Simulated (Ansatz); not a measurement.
Computed with Ansatz on PBE0-D4/def2-TZVP structures; ΔE is electronic, products minus reactants. CCSD(T)/CBS adds triple-zeta CCSD(T) − MP2 to the extrapolated MP2 energy (def2 sets, frozen cores). This one scheme is used for every species. DFT in def2-TZVPP. B3LYP here is the variant with VWN-RPA as its local correlation; programs differ in this. HSE06 is defined as in plane-wave codes. For Br, Ti outer-core shells are correlated without core-valence functions, which leaves a few kJ/mol of doubt a bond. Scalar relativity is left out up to krypton. One conformer a species, not always the lowest.

`[OH][Ti]([OH])([OH])[OH]` + HBr → `[OH][Ti]([OH])([OH])[Br]` + H₂O  (ligand exchange at a Ti–O bond)

`[OH][Ti]([OH])([OH])[OH]`:

Cartesian coordinates in Å:
```
O -1.383 0.100 1.150
Ti 0.000 0.000 0.000
O 0.050 -1.662 -0.692
O 1.542 0.354 0.861
O -0.209 1.208 -1.319
H -1.410 0.452 2.041
H 0.140 -1.940 -1.604
H 2.248 -0.241 1.114
H -0.979 1.729 -1.551
```

HBr:

```xyz
2

Br   -0.032   -0.697    0.133
H     0.032    0.697   -0.133
```

`[OH][Ti]([OH])([OH])[Br]`:

```xyz
8

O    -1.233    1.084    0.502
Ti   -0.109   -0.190   -0.020
O    -0.268   -0.402   -1.784
O     1.577    0.213    0.379
Br   -0.676   -2.195    1.130
H    -1.720    1.270    1.306
H     0.399   -0.641   -2.432
H     2.031    0.861    0.919
```

H₂O:

Cartesian coordinates in Å:
```
O -0.369 -0.038 -0.118
H 0.407 -0.477 -0.474
H -0.039 0.515 0.592
```

| level | ΔE (kJ/mol) | difference from CCSD(T)/CBS |
| --- | --- | --- |
| PBE-D4 | -38.9 | 5.0 |
| revPBE-D4 | -37.8 | 6.1 |
| BLYP-D4 | -33.4 | 10.5 |
| r2SCAN-D4 | -40.6 | 3.3 |
| B97M-V | -38.4 | 5.5 |
| PBE0-D4 | -43.1 | 0.8 |
| B3LYP-D4 | -37.2 | 6.7 |
| r2SCANh-D4 | -41.8 | 2.1 |
| r2SCAN0-D4 | -43.3 | 0.6 |
| HSE06-D4 | -43.6 | 0.3 |
| BHLYP-D4 | -40.8 | 3.1 |
| ωB97X-V | -33.8 | 10.1 |
| ωB97M-V | -36.3 | 7.6 |
| B2PLYP | -40.4 | 3.5 |
| PBE-QIDH | -47.0 | -3.1 |
| PBE | -36.9 | 7.0 |
| revPBE | -36.9 | 7.0 |
| r2SCAN | -40.2 | 3.7 |
| PBE0 | -41.1 | 2.8 |
| B3LYP | -33.6 | 10.3 |
| r2SCANh | -41.3 | 2.6 |
| r2SCAN0 | -42.7 | 1.2 |
| HSE06 | -41.6 | 2.3 |
| BHLYP | -35.7 | 8.2 |
| CAM-B3LYP | -28.7 | 15.2 |
| LC-ωPBE | -32.0 | 11.9 |
| RPA@PBE/def2-TZVPP | -34.8 | 9.1 |
| HF/def2-SVP | -26.6 | 17.3 |
| MP2/def2-SVP | -36.4 | 7.5 |
| CCSD/def2-SVP | -22.8 | 21.1 |
| CCSD(T)/def2-SVP | -29.0 | 14.9 |
| HF/def2-TZVPP | -36.4 | 7.5 |
| MP2/def2-TZVPP | -48.1 | -4.2 |
| SCS-MP2/def2-TZVPP | -41.1 | 2.8 |
| CCSD/def2-TZVPP | -34.3 | 9.6 |
| MP2/def2-QZVPP | -51.0 | -7.1 |
| SCS-MP2/def2-QZVPP | -43.7 | 0.2 |
| HF/CBS(def2) | -36.7 | 7.2 |
| MP2/CBS(def2) | -53.0 | -9.1 |
| CCSD/CBS(def2) | -39.2 | 4.7 |
| CCSD(T)/CBS | -43.9 | 0 |

**Question.** What do rigid-rotor, harmonic-oscillator terms from PBE0-D4/def2-TZVP frequencies (298.15 K, 1 bar) make of the CCSD(T)/CBS value? (An estimate is asked.)

**Answer.** Ansatz gave: ΔZPE = +8.5 kJ/mol, ΔH = -34.2 kJ/mol, ΔS = 13 J/(mol·K), ΔG = -38.1 kJ/mol.

Largest T1 diagnostic among the species: 0.024, so the coupled-cluster value is less sure than usual.

The D4 term adds −3.6 kJ/mol with B3LYP and −2.0 kJ/mol with PBE0; it sums over pairs of atoms, weighted by their polarisabilities, and B3LYP, whose exchange is more repulsive, gets the larger term. Leaving LDA and LC-ωPBE aside and taking each functional with its dispersion term where it has one, the values, not all of them listed here, spread over 16.0 kJ/mol, from PBE-QIDH to CAM-B3LYP-D4.
